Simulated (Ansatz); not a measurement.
**A rate constant, worked out**

An elementary step of BNH5Br, closed shell (BH₂Br ([BH2][Br]) + NH₃ → BNH₄ ([BH2][NH2]) + HBr; B–Br, H–N broken or loosened, B–N, Br–H formed or tightened). The start structure is the complex of the reactants, bound by 1.36 eV, and the electronic barrier above it is 1.358 eV by CCSD(T) at an estimated basis limit (MP2 extrapolated from triple and quadruple zeta, plus CCSD(T) − MP2 in triple zeta). Program: Ansatz 0.2.0. Basis: def2-TZVPP and def2-QZVPP. Cores are frozen in the correlated methods. Filled d shells of the heavier atoms are correlated. The def2 sets are not built for correlating such inner shells, so the correlated values are less sure here. Extrapolation: Hartree–Fock as exp(−7.88 √X), correlation as X^−2.97. Harmonic wavenumbers at PBE0-D4/def2-TZVP (Ansatz 0.2.0), in cm⁻¹:

Start: 213, 249, 518, 663, 729, 838, 871, 1091, 1125, 1196, 1356, 1638, 1658, 2530, 2597, 3460, 3569, 3572.

Saddle: 1008i, 192, 385, 423, 560, 742, 774, 991, 1066, 1135, 1232, 1259, 1286, 1616, 2641, 2753, 3560, 3657.

**Question.** Work out the transition-state-theory rate constant at 500 K from these numbers alone (harmonic vibrations; rotation, path degeneracy and anharmonicity left out), and the Wigner tunnelling factor. Use 1 cm⁻¹ = 1.2398 × 10⁻⁴ eV and k_B = 8.617 × 10⁻⁵ eV/K.

**Answer.** Zero-point energies, half the sums: start 27873/2 cm⁻¹ = 1.7279 eV; saddle, real modes only, 24272/2 cm⁻¹ = 1.5047 eV.
Barrier with zero-point energy: 1.358 + 1.5047 − 1.7279 = 1.1348 eV.
k_BT = 0.04309 eV, so the barrier is 26.34 k_BT.
Vibrational partition functions from the zero-point level, ln q = −Σ ln(1 − exp(−hν/k_BT)): start 2.333, saddle 2.309.
k = (k_BT/h) exp(ln q‡ − ln q) exp(−E0/k_BT), with log₁₀(k_BT/h in s⁻¹) = 13.02: log₁₀ k = 13.02 + (-0.024 − 26.34)/2.3026 = 1.57, so k ≈ 4 × 10^(1) s⁻¹.
Wigner factor: 1 + (hν‡/k_BT)²/24 = 1 + (2.90)²/24 = 1.35. A change of 1 kcal/mol (0.043 eV) in the barrier would change k by a factor of 2.7 at this temperature.

T1 diagnostic: at most 0.010.

The step is the kind of exchange with an N–H group that builds nitride films in atomic layer and chemical vapour deposition.

Labels in which every atom is bracketed show which atoms are joined, not bond orders.

For scale, one of the runs: CCSD(T)/def2-TZVPP, 180 basis functions, launched by `ansatz run in.yaml --threads 4 --pin off --events-out ev --progress --plain --max-ram 9574MiB`. The run took 68 s on 4 CPU threads of an AMD EPYC (shared host), with 1.8 GiB of host memory at its peak.
